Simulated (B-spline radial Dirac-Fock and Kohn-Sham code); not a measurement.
Width and fluorescence yield of the L1 (2s) hole, Sr to La

Calculated with a B-spline atomic structure program, using independent-particle radiative and Coulomb Auger rates from relativistic LDA hole-state orbitals, with Dirac-Fock energies. Free neutral atoms. Recommended widths: Campbell and Papp (2001); yields: xraylib tables.

```
 Z  element  Γ (eV)  recommended Γ        ω  Coster-Kronig yield  tabulated ω
38       Sr    6.41           3.75  0.00385                0.863      0.00510
40       Zr    6.16           3.75  0.00537                0.842      0.00680
41       Nb    5.84           3.80  0.00648                0.825      0.00940
42       Mo    6.01           3.80  0.00718                0.822       0.0100
43       Tc    6.21           3.80  0.00794                0.820       0.0110
44       Ru    6.37           3.90  0.00873                0.817       0.0120
45       Rh    6.53           4.00  0.00960                0.814       0.0130
46       Pd    6.64           3.90   0.0106                0.811       0.0140
47       Ag    6.37           3.80   0.0124                0.794       0.0160
48       Cd    5.49           3.50   0.0161                0.752       0.0180
49       In       ?              ?        ?                    ?            ?
50       Sn    2.98           2.40   0.0370                0.510       0.0360
51       Sb    3.11           2.30   0.0396                0.514       0.0400
52       Te    3.23           2.20   0.0423                0.517       0.0410
53        I    3.36           2.10   0.0452                0.520       0.0440
54       Xe    3.48           2.00   0.0483                0.522       0.0460
55       Cs    3.61           2.00   0.0515                0.525       0.0490
56       Ba    3.74           2.10   0.0547                0.527       0.0520
57       La    3.86           2.20   0.0582                0.528       0.0550
```

Q: What does the model give for In?

A: Γ = 4.26 eV, ω = 0.0232, Coster-Kronig yield 0.668; the recommended width is 3.00 eV; the tabulated yield is 0.0200.
